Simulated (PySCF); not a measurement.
Species: C4H5F3NO (doublet state).
Z-matrix (Å and degrees, GFN2-xTB geometry), rows numbered from 1:
```
C 
C   1  1.4795
C   2  1.4056  1  126.18
N   3  1.2858  2  128.82  1    -0.28
O   2  1.3990  1  120.77  3  -179.44
C   5  1.3199  2  122.10  1    -2.04
F   6  1.3447  5  114.05  2   -61.45
F   6  1.3443  5  114.28  2    59.98
F   6  1.3257  5  108.81  2   179.29
H   1  1.0873  2  109.45  3    -1.74
H   1  1.0925  2  111.60  3  -121.72
H   1  1.0930  2  111.45  3   118.15
H   3  1.0853  2  115.31  1   179.82
H   4  1.0186  3  114.90  2    -0.06
```

The hyperfine couplings belong to this conformer and change with its torsions.

The species is `[H]/N=C\[C](C)OC(F)(F)F` [radical].

Level of theory: UKS B3LYP, pcH-1 on C F H N O, non-relativistic, mean-field spin-orbit, GIAO in PySCF 2.14.0. Isolated species at its GFN2-xTB geometry (one conformer only). Couplings are sensitive to structure, and on GFN2-xTB geometries they can be far from those on DFT ones. No stability test was run, so a lower SCF solution isn't excluded.

Principal values of hyperfine tensors in MHz (contact and dipolar terms together), for some of the nuclei:

```
atom  isotope      A1      A2      A3
 H12       1H   75.61   76.55   85.87
 H11       1H   70.80   71.72   81.08
  C2      13C    9.82   10.67  194.22
 H14       1H  -50.85  -35.67   -2.47
  F7      19F   17.32   19.54   44.81
  F8      19F   17.21   19.40   42.46
  C1      13C  -25.68  -23.75  -23.19
  N4      14N   -5.33   -4.90   57.79
```

(1) Give the isotropic coupling of each nucleus in MHz and in mT (g = 2.0035), and the anisotropic part.

(2) What spin density at the nucleus of C1 lies behind its contact coupling (g_N = 1.40482)?

(3) C3 (13C, g_N = 1.40482) isn't in the table. Its spin density at the nucleus is -0.03854 bohr⁻³. What is its contact coupling?

(4) Which nucleus of the table has the largest anisotropic coupling, and what is its form?

(5) In a single crystal, with the field along each principal axis of the tensor of H11 in turn, what first-order splitting does this nucleus give (isotropic g, quadrupole terms neglected)?

## Answers

(1) a_iso = (A1 + A2 + A3)/3, Ti = Ai − a_iso; 1 mT corresponds to 28.042 MHz.

```json
{"atom": "H12", "a_iso (MHz)": "79.34", "a_iso (mT)": "2.829", "T1": "-3.73", "T2": "-2.79", "T3": "6.52"}
{"atom": "H11", "a_iso (MHz)": "74.53", "a_iso (mT)": "2.658", "T1": "-3.74", "T2": "-2.81", "T3": "6.55"}
{"atom": "C2", "a_iso (MHz)": "71.57", "a_iso (mT)": "2.552", "T1": "-61.75", "T2": "-60.90", "T3": "122.65"}
{"atom": "H14", "a_iso (MHz)": "-29.66", "a_iso (mT)": "-1.058", "T1": "-21.19", "T2": "-6.00", "T3": "27.19"}
{"atom": "F7", "a_iso (MHz)": "27.22", "a_iso (mT)": "0.971", "T1": "-9.91", "T2": "-7.68", "T3": "17.59"}
{"atom": "F8", "a_iso (MHz)": "26.36", "a_iso (mT)": "0.940", "T1": "-9.15", "T2": "-6.95", "T3": "16.10"}
{"atom": "C1", "a_iso (MHz)": "-24.21", "a_iso (mT)": "-0.863", "T1": "-1.47", "T2": "0.46", "T3": "1.01"}
{"atom": "N4", "a_iso (MHz)": "15.85", "a_iso (mT)": "0.565", "T1": "-21.18", "T2": "-20.75", "T3": "41.94"}
```

(2) a_FC = (2μ0/3) gₑ μB g_N μN ρ(0)/(2S·h) = 800.24 MHz × g_N × ρ(0)/(2S), with ρ in bohr⁻³. With a_FC = -24.21 MHz and 2S = 1, ρ(0) = -0.02153 bohr⁻³.

(3) By the same relation, a_FC = -43.3 MHz. Its full tensor has the principal values -66.69, -35.49, -27.79 MHz.

(4) C2: -61.8, -60.9, 122.7 MHz, axial, in the ratio −1:−1:+2, the form that spin in one p orbital centred on that nucleus gives.

(5) 2 lines (I = 1/2), spaced by |A_i|/(g × 13.996): 2.52, 2.56, 2.89 mT along the axes of A1, A2 and A3.

Hardware: one thread, AMD EPYC 9B45 (x86_64), shared host with 96 logical CPUs at a one-minute load of 10. Cost: 37 s wall (with the writing of density and orbital grids), 1.1 GiB resident at most.
